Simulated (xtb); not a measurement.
C9H8FNS, SMILES Cn1cccc1-c1sccc1F. All values are semi-empirical tight-binding results from xtb (GFN2-xTB unless named), good for trends rather than for accurate numbers. The structure is a stationary point at GFN2-xTB. This is a generated structure with no PubChem entry under its InChIKey; it may be hypothetical. One conformer was computed; it need not be the lowest.

The orbital gap is 2.68 eV, the zero-point energy comes out as 91.7 kcal/mol and the G − E(el) at 298.15 K (modified RRHO) is 68.9 kcal/mol. The static polarisability (D4 model) is 126.4 bohr³. The solvation energy, GFN2-xTB/ALPB(water) comes out as -3.3 kcal/mol and the solvation energy, GFN2-xTB/ALPB(hexane) is -8.4 kcal/mol.
